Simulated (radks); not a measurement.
The numbers below are computed, except where a source is named.
Problem. Species: Cs25+. Configuration: [Ar] 3d10 4s2. Level of theory: Dirac Kohn-Sham, PBE, spin-unpolarised, spherical densities, finite nucleus; Fermi nuclear charge, rms radius 4.8041 fm (a radial shooting solver on a logarithmic mesh with Libxc functionals). Some entries of the table are withheld. Estimate them.

| orbital | occ. | eigenvalue (eV) | <r^2> (bohr^2) | <1/r> (bohr^-1) |
|---|---|---|---|---|
| 1s1/2 | 2 | -36583.10 | 0.0009249 | 59.40 |
| 2s1/2 | 2 | (1) | 0.01472 | 13.94 |
| 2p1/2 | 2 | -6075.792 | (2) | 13.92 |
| 2p3/2 | 4 | -5722.055 | (3) | 12.75 |
| 3s1/2 | 2 | -1914.345 | 0.09899 | 5.072 |
| 3p1/2 | 2 | -1778.006 | 0.09331 | 4.989 |
| 3p3/2 | 4 | -1707.786 | 0.1005 | 4.701 |
| 3d3/2 | 4 | -1471.128 | 0.08195 | 4.569 |
| 3d5/2 | 6 | -1455.913 | 0.08396 | 4.495 |
| 4s1/2 | 2 | (4) | 0.4208 | 2.368 |

Solution. 
(1) 2s1/2 eigenvalue (eV): -6403.341
(2) 2p1/2 <r^2> (bohr^2): 0.01084
(3) 2p3/2 <r^2> (bohr^2): 0.01210
(4) 4s1/2 eigenvalue (eV): -864.3669
